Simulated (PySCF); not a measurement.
## Calculated data, BH₂NOSi, B₂H₂NO, CH₅AlBN, BH₅NSi

Calculation on a computer-drawn molecule: optimised geometry and harmonic frequencies of an isolated molecule of the commonest isotopes, restricted reference for singlets and unrestricted otherwise, frozen core in MP2. Program: PySCF 2.14.0.

Common to all runs: multiplicity 1.

```yaml
- entry: 1
  formula: BH2NOSi
  start_structure:
    atoms_angstrom:
      - [O, -1.8157, 1.4794, -3.3039]
      - [B, -2.0023, 0.8638, -2.3285]
      - ["N", -2.2158, 0.0865, -1.1417]
      - [Si, -1.8442, -1.5529, -0.9431]
      - [H, -2.5178, 0.6122, -0.3428]
      - [H, -1.3857, -1.8665, -2.3025]
  given:
    charge: 0
    method: HF
    basis: "cc-pV(D+d)Z"
    drawn_bonds_atom: [1, 2, 3, 3, 4]
    drawn_bonds_other_atom: [2, 3, 4, 5, 6]
    drawn_bonds_order: [2, 1, 1, 1, 1]
  results:
    optimised_atom_element: [O, B, "N", Si, H, H]
    "optimised_atom_x [angstrom]": [-1.835, -1.991, -2.177, -1.865, -2.532, -1.381]
    "optimised_atom_y [angstrom]": [1.493, 0.8491, 0.1016, -1.601, 0.624, -1.844]
    "optimised_atom_z [angstrom]": [-3.309, -2.316, -1.148, -0.9059, -0.3657, -2.319]
    "modes_frequency [cm^-1]": [174.5, 261.1, 528.5, 587.3, 720.1, 737.8, 970.8, 1069, 1381, 2150, 2178, 3784]
    "modes_reduced_mass [dalton]": [6.833, 1.528, 7.574, 8.29, 1.086, 4.301, 1.352, 3.205, 1.429, 1.209, 4.641, 1.075]
    "rotational_constants [GHz]": [34.92, 2.897, 2.675]
    "total_energy [hartree]": -444.1718
    "convergence_status_largest_gradient_component [hartree/bohr]": 2.577e-05
- entry: 2
  formula: B2H2NO
  start_structure:
    atoms_angstrom:
      - [B, -1.6845, 0.3011, 0.6068]
      - ["N", -0.4862, 0.3729, 1.0308]
      - [B, 0.747, 0.4263, 1.4431]
      - [O, 1.9601, 0.4303, 1.7922]
      - [H, -2.7842, 0.2354, 0.2179]
      - [H, 2.3639, 0.9333, 2.4945]
  given:
    charge: 1
    method: MP2
    basis: cc-pVDZ
    drawn_bonds_atom: [1, 2, 3, 1, 4]
    drawn_bonds_other_atom: [2, 3, 4, 5, 6]
    drawn_bonds_order: [2, 1, 1, 1, 1]
  results:
    optimised_atom_element: [B, "N", B, O, H, H]
    "optimised_atom_x [angstrom]": [-1.707, -0.4873, 0.7585, 1.992, -2.818, 2.378]
    "optimised_atom_y [angstrom]": [0.2993, 0.3598, 0.4292, 0.4227, 0.2406, 0.9478]
    "optimised_atom_z [angstrom]": [0.5984, 1.015, 1.45, 1.792, 0.2143, 2.515]
    "modes_frequency [cm^-1]": [117.6, 120.4, 423.1, 465.5, 732.4, 757.3, 762.1, 861.8, 1683, 2085, 2935, 3799]
    "modes_reduced_mass [dalton]": [4.049, 4.03, 3.336, 8.041, 1.478, 1.32, 1.332, 6.841, 6.51, 8.724, 1.168, 1.07]
    "rotational_constants [GHz]": [915.8, 3.937, 3.92]
    "total_energy [hartree]": -180.1648
    "convergence_status_largest_gradient_component [hartree/bohr]": 3.043e-05
- entry: 3
  formula: CH5AlBN
  start_structure:
    atoms_angstrom:
      - [C, -1.535, -1.8502, -0.0302]
      - [B, -0.803, -0.775, -0.3492]
      - [Al, 0.0521, 1.0517, -0.8962]
      - ["N", -0.5831, 2.0439, -2.1245]
      - [H, -2.5119, -2.1219, -0.4871]
      - [H, -1.2484, -2.5684, 0.7625]
      - [H, 1.4642, 1.4923, -0.2774]
      - [H, -1.2456, 2.8862, -1.9733]
      - [H, -0.3955, 2.0522, -3.1311]
  given:
    charge: 0
    method: HF
    basis: "cc-pV(D+d)Z"
    drawn_bonds_atom: [1, 2, 3, 1, 1, 3, 4, 4]
    drawn_bonds_other_atom: [2, 3, 4, 5, 6, 7, 8, 9]
    drawn_bonds_order: [2, 1, 1, 1, 1, 1, 1, 1]
  results:
    optimised_atom_element: [C, B, Al, "N", H, H, H, H, H]
    "optimised_atom_x [angstrom]": [-1.54, -0.9197, 0.04188, -0.5671, -2.406, -1.19, 1.298, -0.1695, -1.353]
    "optimised_atom_y [angstrom]": [-1.917, -0.7127, 1.109, 2.097, -2.29, -2.549, 1.616, 2.973, 1.883]
    "optimised_atom_z [angstrom]": [-0.05087, -0.3744, -0.8416, -2.169, -0.5913, 0.761, -0.03177, -2.455, -2.754]
    "modes_frequency [cm^-1]": [117.9, 175.5, 191.3, 279.5, 389.7, 463.8, 467.6, 557.4, 581.3, 704.9, 782.6, 855.8, 861.2, 1379, 1654, 1678, 1997, 3283, 3360, 3776, 3858]
    "modes_reduced_mass [dalton]": [2.841, 1.125, 2.288, 2.309, 1.348, 5.543, 1.25, 1.162, 1.102, 1.808, 1.324, 5.416, 1.321, 1.232, 4.203, 1.117, 1.042, 1.063, 1.108, 1.052, 1.093]
    "rotational_constants [GHz]": [19.41, 2.442, 2.169]
    "total_energy [hartree]": -361.8125
    "convergence_status_largest_gradient_component [hartree/bohr]": 1.657e-05
- entry: 4
  formula: BH5NSi
  start_structure:
    atoms_angstrom:
      - ["N", -0.7985, 1.6972, -0.6974]
      - [B, -1.1264, 0.3523, -0.7914]
      - [Si, -2.0891, -0.547, 0.7083]
      - [H, -0.3691, 2.2366, -1.4046]
      - [H, -0.9748, 2.3561, 0.0231]
      - [H, -0.8048, -0.1337, -1.8045]
      - [H, -2.4555, -1.9831, 0.7131]
      - [H, -2.4672, -0.0236, 2.0073]
  given:
    charge: 1
    method: HF
    basis: "cc-pV(D+d)Z"
    drawn_bonds_atom: [1, 2, 1, 1, 2, 3, 3]
    drawn_bonds_other_atom: [2, 3, 4, 5, 6, 7, 8]
    drawn_bonds_order: [1, 1, 1, 1, 1, 1, 1]
  results:
    optimised_atom_element: ["N", B, Si, H, H, H, H, H]
    "optimised_atom_x [angstrom]": [-0.8146, -1.104, -2.065, -0.349, -1.021, -0.8429, -2.438, -2.45]
    "optimised_atom_y [angstrom]": [1.731, 0.4058, -0.5683, 2.242, 2.3, -0.2386, -1.987, 0.06975]
    "optimised_atom_z [angstrom]": [-0.6852, -0.8319, 0.7178, -1.414, 0.1125, -1.796, 0.6654, 1.985]
    "modes_frequency [cm^-1]": [68.7, 231.0, 455.9, 510.7, 620.9, 739.9, 775.8, 960.7, 961.1, 1041, 1196, 1455, 1773, 2387, 2420, 2806, 3771, 3875]
    "modes_reduced_mass [dalton]": [1.128, 2.21, 1.189, 2.304, 1.755, 1.274, 1.215, 1.135, 1.156, 1.077, 1.377, 3.424, 1.259, 1.032, 1.054, 1.102, 1.054, 1.098]
    "rotational_constants [GHz]": [37.61, 4.632, 4.124]
    "total_energy [hartree]": -370.7309
    "convergence_status_largest_gradient_component [hartree/bohr]": 5.812e-06
```
